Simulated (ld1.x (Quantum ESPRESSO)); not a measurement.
**PBE TM dataset for ytterbium, scalar-relativistic all-electron reference.**

The input file (ld1.x (Quantum ESPRESSO) 7.5):

```
&input
   title='Yb', zed=70., rel=1, dft='PBE', iswitch=3,
   config='[Xe] 4f14 5d0 6s0 6p0',
   nld=4, rlderiv=2.90, eminld=-7.0, emaxld=5.0, deld=0.02
 /
 &inputp
   pseudotype=2, tm=.true., lloc=0,
   nlcc=.true., rcore=1.00,
   file_pseudopw='Yb.UPF', file_wfcaegen='ae.wfc', file_wfcncgen='nc.wfc', file_beta='beta', file_chi='chi'
 /
4
5P  2  1   6.00   0.00  1.85  1.85  0.0
5D  3  2   0.00   0.00  2.65  2.65  0.0
4F  4  3  14.00   0.00  1.30  1.30  0.0
5S  1  0   2.00   0.00  1.45  1.45  0.0
 &test
   configts(1)='4f14 5s2 5p6 5d0 6s0 6p0'
 /
```

Command:

```bash
ld1.x < Yb.in > Yb.out
```

Resulting log (shortened: banner, matrices, multipoles, cross overlaps and the repeated all-electron block are left out):

```
Program LD1 v.7.5
     --------------------------- All-electron run ----------------------------

     Yb
     scalar relativistic calculation

     atomic number is 70.00
     dft =PBE   lsd =0 sic =0 latt =0  beta=0.20 tr2=1.0E-14
     Exchange-correlation= PBE
                           (   1   4   3   4   0   0   0)
     mesh =1269 r(mesh) =  99.63413 a.u. xmin = -7.00 dx = 0.01250
     1 Ry =  13.60569312 eV, c = 137.03599908

     n l     nl                  e(Ry)          e(Ha)          e(eV)
     1 0     1S 1( 2.00)     -4502.5656     -2251.2828    -61260.5253
     2 0     2S 1( 2.00)      -763.7302      -381.8651    -10391.0783
     2 1     2P 1( 6.00)      -673.1642      -336.5821     -9158.8653
     3 0     3S 1( 2.00)      -172.9687       -86.4843     -2353.3584
     3 1     3P 1( 6.00)      -145.6731       -72.8365     -1981.9833
     4 0     4S 1( 2.00)       -34.8882       -17.4441      -474.6777
     4 1     4P 1( 6.00)       -25.9320       -12.9660      -352.8232
     3 2     3D 1(10.00)      -112.4673       -56.2336     -1530.1955
     5 0     5S 1( 2.00)        -5.1246        -2.5623       -69.7231
     5 1     5P 1( 6.00)        -3.0981        -1.5491       -42.1518
     4 2     4D 1(10.00)       -14.1502        -7.0751      -192.5235
     4 3     4F 1(14.00)        -1.2961        -0.6480       -17.6339
     5 2     5D 1( 0.00)        -0.9834        -0.4917       -13.3801
     6 0     6S 1( 0.00)        -1.1213        -0.5606       -15.2555
     6 1     6P 1( 0.00)        -0.7682        -0.3841       -10.4523

     final scf error:  2.8E-15 reached in  35 iterations

     Etot =  -28118.238054 Ry,  -14059.119027 Ha, -382568.118120 eV

     Ekin =   30646.788537 Ry,   15323.394269 Ha,  416970.800042 eV
     Encl =  -69148.372326 Ry,  -34574.186163 Ha, -940811.533821 eV
     Eh   =   10968.309603 Ry,    5484.154802 Ha,  149231.454542 eV
     Exc  =    -584.963869 Ry,    -292.481934 Ha,   -7958.838884 eV

     normalization and overlap integrals

     s(1S/1S) =  1.000000  <r> =   0.0197  <r2> =    0.0005  r(max) =   0.0123
     s(2S/2S) =  1.000000  <r> =   0.0833  <r2> =    0.0082  r(max) =   0.0708
     s(2P/2P) =  1.000000  <r> =   0.0741  <r2> =    0.0067  r(max) =   0.0572
     s(3S/3S) =  1.000000  <r> =   0.2167  <r2> =    0.0537  r(max) =   0.1997
     s(3P/3P) =  1.000000  <r> =   0.2162  <r2> =    0.0542  r(max) =   0.1972
     s(4S/4S) =  1.000000  <r> =   0.4879  <r2> =    0.2688  r(max) =   0.4557
     s(4P/4P) =  1.000000  <r> =   0.5183  <r2> =    0.3058  r(max) =   0.4790
     s(3D/3D) =  1.000000  <r> =   0.1961  <r2> =    0.0451  r(max) =   0.1595
     s(5S/5S) =  1.000000  <r> =   1.2073  <r2> =    1.6428  r(max) =   1.0661
     s(5P/5P) =  1.000000  <r> =   1.4402  <r2> =    2.3631  r(max) =   1.2386
     s(4D/4D) =  1.000000  <r> =   0.5602  <r2> =    0.3646  r(max) =   0.4912
     s(4F/4F) =  1.000000  <r> =   0.7802  <r2> =    0.8353  r(max) =   0.4851
     s(5D/5D) =  1.000000  <r> =   2.4237  <r2> =    6.9460  r(max) =   1.8478
     s(6S/6S) =  1.000000  <r> =   3.2266  <r2> =   11.6436  r(max) =   2.8980
     s(6P/6P) =  1.000000  <r> =   4.0229  <r2> =   18.1451  r(max) =   3.5841

     ------------------------ End of All-electron run ------------------------

     --------------------- Generating NC pseudopotential ---------------------

      Generating local pot.: lloc=0, matching radius rcloc =   1.4500

      Computing core charge for nlcc:

       r > 1.00 : true rho core
       r < 1.00 : rho core = a sin(br)/r    a=   9.00  b=   2.78

      Integrated core pseudo-charge :   3.90

      Wfc   5P  rcut= 1.871  Using Troullier-Martins method

      Wfc   5D  rcut= 2.655  Using Troullier-Martins method

      Wfc   4F  rcut= 1.286  Using Troullier-Martins method

     ------------------- End of pseudopotential generation -------------------

     Computing logarithmic derivative in   2.91618
     Computing logarithmic derivative in   2.91618
     Computing the partial wave expansion
       no projector for channel:   0
     R is outside the sphere for l=    1 j= 0.00
     R is outside the sphere for l=    2 j= 0.00
     R is outside the sphere for l=    3 j= 0.00

     ---------------------- Testing the pseudopotential ----------------------

     Yb
     scalar relativistic calculation

     atomic number is 70.00   valence charge is 24.00
     dft =PBE   lsd =0 sic =0 latt =0  beta=0.20 tr2=1.0E-14
     mesh =1269 r(mesh) =  99.63413 xmin = -7.00 dx = 0.01250

     n l     nl             e AE (Ry)        e PS (Ry)    De AE-PS (Ry)
     4 3     4F   1(14.00)       -1.29606       -1.29606       -0.00000
     1 0     5S   1( 2.00)       -5.12455       -5.12457        0.00002
     2 1     5P   1( 6.00)       -3.09810       -3.09811        0.00001
     3 2     5D   1( 0.00)       -0.98342       -0.98342        0.00000
     2 0     6S   1( 0.00)       -1.12126       -1.13789        0.01663  !
     3 1     6P   1( 0.00)       -0.76823       -0.77124        0.00301

     eps = 8.5E-15  iter = 14

     Etot =  -28118.238054 Ry,  -14059.119027 Ha, -382568.118120 eV
     Etotps =  -476.632841 Ry,    -238.316420 Ha,   -6484.920164 eV

     Ekin =     504.163025 Ry,     252.081513 Ha,    6859.487404 eV
     Encl =    -923.235321 Ry,    -461.617661 Ha,  -12561.256460 eV
     Ehrt =     433.672901 Ry,     216.836451 Ha,    5900.420411 eV
     Ecxc =     -54.493000 Ry,     -27.246500 Ha,    -741.415042 eV
     (Ecc =      -6.138507 Ry,      -3.069254 Ha,     -83.518648 eV)
     Epseu=    -436.740446 Ry,    -218.370223 Ha,   -5942.156477 eV

     ---------------------- End of pseudopotential test ----------------------
```

Generation and configuration tests took about 2.9 s on one core of a shared server CPU.

Transferability test of the new file with ld1.x, input:

```
&input
   title='Yb', zed=70., rel=1, dft='PBE', iswitch=2,
   config='[Xe] 4f14 5d0 6s0 6p0'
 /
 &test
   file_pseudo='Yb.UPF', nconf=8,
   configts(1)='4f14 5s2 5p6 5d0 6s0 6p0',
   configts(2)='4f14 5s2 5p6 5d0 6s2 6p0',
   configts(3)='4f14 5s2 5p6 5d0 6s1 6p0',
   configts(4)='4f13 5s2 5p6 5d0 6s0 6p0',
   configts(5)='4f14 5s2 5p6 5d0 6s0 6p2',
   configts(6)='4f14 5s2 5p6 5d0 6s1 6p1',
   configts(7)='4f13 5s2 5p6 5d1 6s2 6p0',
   configts(8)='4f14 5s2 5p6 5d0.5 6s1.5 6p0'
 /
```

```bash
ld1.x < Yb.test.in > Yb.test.out
```

Pseudopotential blocks of its output, shortened (energy terms left out):

```
     ---------------------- Testing the pseudopotential ----------------------

     n l     nl             e AE (Ry)        e PS (Ry)    De AE-PS (Ry)
     4 3     4F   1(14.00)       -1.29606       -1.29606       -0.00000
     1 0     5S   1( 2.00)       -5.12455       -5.12457        0.00002
     2 1     5P   1( 6.00)       -3.09810       -3.09811        0.00001
     3 2     5D   1( 0.00)       -0.98342       -0.98342        0.00000
     2 0     6S   1( 0.00)       -1.12126       -1.13789        0.01663  !
     3 1     6P   1( 0.00)       -0.76823       -0.77124        0.00301

     eps = 8.9E-15  iter = 14

     Etot =  -28118.238053 Ry,  -14059.119027 Ha, -382568.118113 eV
     Etotps =  -476.632841 Ry,    -238.316420 Ha,   -6484.920162 eV

     ---------------------- End of pseudopotential test ----------------------

          ---------------------- Testing the pseudopotential ----------------------

     n l     nl             e AE (Ry)        e PS (Ry)    De AE-PS (Ry)
     4 3     4F   1(14.00)       -0.22136       -0.20625       -0.01511  !
     1 0     5S   1( 2.00)       -4.03678       -4.02354       -0.01323  !
     2 1     5P   1( 6.00)       -2.01541       -2.00273       -0.01268  !
     3 2     5D   1( 0.00)       -0.04894       -0.04187       -0.00707  !
     2 0     6S   1( 2.00)       -0.28800       -0.29050        0.00250
     3 1     6P   1( 0.00)       -0.08127       -0.07757       -0.00370

     eps = 2.3E-15  iter = 19

     Etot =  -28119.618122 Ry,  -14059.809061 Ha, -382586.894904 eV
     Etotps =  -478.030412 Ry,    -239.015206 Ha,   -6503.935085 eV
     dEtot_ae =      -1.380069 Ry
     dEtot_ps =      -1.397571 Ry,   Delta E=       0.017502 Ry

     ---------------------- End of pseudopotential test ----------------------

          ---------------------- Testing the pseudopotential ----------------------

     n l     nl             e AE (Ry)        e PS (Ry)    De AE-PS (Ry)
     4 3     4F   1(14.00)       -0.71593       -0.70643       -0.00950  !
     1 0     5S   1( 2.00)       -4.53711       -4.52910       -0.00801  !
     2 1     5P   1( 6.00)       -2.51482       -2.50726       -0.00756  !
     3 2     5D   1( 0.00)       -0.47471       -0.46959       -0.00512  !
     2 0     6S   1( 1.00)       -0.68165       -0.68963        0.00798  !
     3 1     6P   1( 0.00)       -0.40642       -0.40468       -0.00175

     eps = 1.2E-15  iter = 14

     Etot =  -28119.138079 Ry,  -14059.569039 Ha, -382580.363581 eV
     Etotps =  -477.545115 Ry,    -238.772558 Ha,   -6497.332288 eV
     dEtot_ae =      -0.900025 Ry
     dEtot_ps =      -0.912274 Ry,   Delta E=       0.012249 Ry

     ---------------------- End of pseudopotential test ----------------------

          ---------------------- Testing the pseudopotential ----------------------

     n l     nl             e AE (Ry)        e PS (Ry)    De AE-PS (Ry)
     4 3     4F   1(13.00)       -2.64555       -2.64489       -0.00066
     1 0     5S   1( 2.00)       -6.30397       -6.30598        0.00201
     2 1     5P   1( 6.00)       -4.19685       -4.19809        0.00123
     3 2     5D   1( 0.00)       -1.84198       -1.83566       -0.00632  !
     2 0     6S   1( 0.00)       -1.78208       -1.81543        0.03335  !
     3 1     6P   1( 0.00)       -1.32428       -1.33240        0.00812  !

     eps = 7.0E-17  iter = 13

     Etot =  -28116.284060 Ry,  -14058.142030 Ha, -382541.532677 eV
     Etotps =  -474.681595 Ry,    -237.340798 Ha,   -6458.372113 eV
     dEtot_ae =       1.953994 Ry
     dEtot_ps =       1.951246 Ry,   Delta E=       0.002748 Ry

     ---------------------- End of pseudopotential test ----------------------

          ---------------------- Testing the pseudopotential ----------------------

     n l     nl             e AE (Ry)        e PS (Ry)    De AE-PS (Ry)
     4 3     4F   1(14.00)       -0.44305       -0.43878       -0.00427
     1 0     5S   1( 2.00)       -4.26704       -4.26318       -0.00386
     2 1     5P   1( 6.00)       -2.24320       -2.23933       -0.00387
     3 2     5D   1( 0.00)       -0.19968       -0.19689       -0.00279
     2 0     6S   1( 0.00)       -0.40886       -0.41737        0.00850  !
     3 1     6P   1( 2.00)       -0.17232       -0.17150       -0.00082

     eps = 9.0E-15  iter = 16

     Etot =  -28119.174089 Ry,  -14059.587045 Ha, -382580.853531 eV
     Etotps =  -477.570593 Ry,    -238.785297 Ha,   -6497.678934 eV
     dEtot_ae =      -0.936036 Ry
     dEtot_ps =      -0.937752 Ry,   Delta E=       0.001717 Ry

     ---------------------- End of pseudopotential test ----------------------

          ---------------------- Testing the pseudopotential ----------------------

     n l     nl             e AE (Ry)        e PS (Ry)    De AE-PS (Ry)
     4 3     4F   1(14.00)       -0.33766       -0.32788       -0.00979  !
     1 0     5S   1( 2.00)       -4.15744       -4.14894       -0.00850  !
     2 1     5P   1( 6.00)       -2.13514       -2.12697       -0.00816  !
     3 2     5D   1( 0.00)       -0.12793       -0.12296       -0.00496
     2 0     6S   1( 1.00)       -0.35422       -0.35996        0.00575  !
     3 1     6P   1( 1.00)       -0.13168       -0.12962       -0.00206

     eps = 5.0E-15  iter = 15

     Etot =  -28119.403492 Ry,  -14059.701746 Ha, -382583.974716 eV
     Etotps =  -477.808669 Ry,    -238.904334 Ha,   -6500.918116 eV
     dEtot_ae =      -1.165439 Ry
     dEtot_ps =      -1.175828 Ry,   Delta E=       0.010389 Ry

     ---------------------- End of pseudopotential test ----------------------

          ---------------------- Testing the pseudopotential ----------------------

     n l     nl             e AE (Ry)        e PS (Ry)    De AE-PS (Ry)
     4 3     4F   1(13.00)       -0.70649       -0.69099       -0.01550  !
     1 0     5S   1( 2.00)       -4.36142       -4.35004       -0.01138  !
     2 1     5P   1( 6.00)       -2.27997       -2.26803       -0.01194  !
     3 2     5D   1( 1.00)       -0.13672       -0.12481       -0.01191  !
     2 0     6S   1( 2.00)       -0.33616       -0.34365        0.00749  !
     3 1     6P   1( 0.00)       -0.09848       -0.09570       -0.00278

     eps = 9.1E-15  iter = 17

     Etot =  -28119.247771 Ry,  -14059.623885 Ha, -382581.856019 eV
     Etotps =  -477.669268 Ry,    -238.834634 Ha,   -6499.021471 eV
     dEtot_ae =      -1.009717 Ry
     dEtot_ps =      -1.036427 Ry,   Delta E=       0.026710 Ry

     ---------------------- End of pseudopotential test ----------------------

          ---------------------- Testing the pseudopotential ----------------------

     n l     nl             e AE (Ry)        e PS (Ry)    De AE-PS (Ry)
     4 3     4F   1(14.00)       -0.21011       -0.20157       -0.00854  !
     1 0     5S   1( 2.00)       -4.02288       -4.01522       -0.00765  !
     2 1     5P   1( 6.00)       -2.00351       -1.99603       -0.00748  !
     3 2     5D   1( 0.50)       -0.04912       -0.04493       -0.00419
     2 0     6S   1( 1.50)       -0.28889       -0.29374        0.00485
     3 1     6P   1( 0.00)       -0.08650       -0.08445       -0.00205

     eps = 4.9E-15  iter = 21

     Etot =  -28119.498494 Ry,  -14059.749247 Ha, -382585.267282 eV
     Etotps =  -477.906052 Ry,    -238.953026 Ha,   -6502.243079 eV
     dEtot_ae =      -1.260441 Ry
     dEtot_ps =      -1.273211 Ry,   Delta E=       0.012770 Ry

     ---------------------- End of pseudopotential test ----------------------
```
